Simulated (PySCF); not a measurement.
## Working with the constants of SiSe

RHF-CCSD(T) constants of SiSe, ¹Σ⁺ (singlet), closed shell (Si def2-TZVPPD, Se def2-TZVPPD; no relativity (PySCF 2.14); masses 27.9769 and 79.9165 u):

* ωe: 577.8 cm⁻¹
* ωexe: 1.66 cm⁻¹
* Be: 0.1888 cm⁻¹
* αe: 0.000752 cm⁻¹
* De to Si + Se: 5.44 eV

(1) What force constant and bond length do these constants imply?

(2) Estimate the centrifugal constant D from the Kratzer relation and find the Dunham coefficient a1.

Correlated steps freeze 14 core orbitals. Where the molecule has an RHF reference, its open-shell atoms are computed with UHF.

Results:

(1) Reduced mass μred = 20.722 u; k = 5.8918×10⁻⁷·μred·ωe² (u, cm⁻¹, mdyn/Å) = 4.08 mdyn/Å; Re = √(16.8576/(μred·Be)) (u, cm⁻¹, Å) = 2.076 Å.

(2) D = 4Be³/ωe² = 8.06e-08 cm⁻¹; a1 = −1 − αeωe/(6Be²) = -3.03.
